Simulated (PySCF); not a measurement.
# How methods differ on the ionisation energy of Yb⁵⁶⁺

Yb⁵⁶⁺ [Ne] 3s2 3p2 [3p1/2^2, M_J = 0] → Yb⁵⁷⁺ [Ne] 3s2 3p1 [3p1/2^1, M_J = 1/2], as a difference of total energies. Calculation: PySCF 2.14, in an even-tempered Gaussian basis (18 s from 16 bohr⁻², ratio 2.4; 14 p from 21 bohr⁻², ratio 2.4; 4 d from 72 bohr⁻², ratio 2.6; 4 f from 110 bohr⁻², ratio 2.6); the two-component X2C-1e Hamiltonian. Correlated levels: 1s2 frozen; the 54 highest virtual spinors dropped. "Screened" scales the spin-orbit matrix elements by Boettger's factors to mimic the two-electron term; Breit and QED terms are absent.

```json
{"method": "GHF (spin-free)", "ionisation energy (eV)": "5552.7"}
{"method": "GMP2 (spin-free)", "ionisation energy (eV)": "5553.6"}
{"method": "GHF (screened spin-orbit)", "ionisation energy (eV)": "5735.6"}
{"method": "GMP2 (screened spin-orbit)", "ionisation energy (eV)": "5737.5"}
```

Breit and QED terms and the two-electron picture change are absent.

The spin-free rows relax to the high-spin LS determinant and lack the spin-orbit shift.

The labels give the starting determinants; with spin-orbit coupling the two ends relaxed to ⟨J²⟩ = 0.00, ⟨L²⟩ = 1.35, ⟨S²⟩ = 1.35 and ⟨J²⟩ = 0.75, ⟨L²⟩ = 2.02, ⟨S²⟩ = 0.77.

For comparison: 5731 ± 5 eV (theoretical estimate listed by NIST; NIST Atomic Spectra Database, ionization energies).
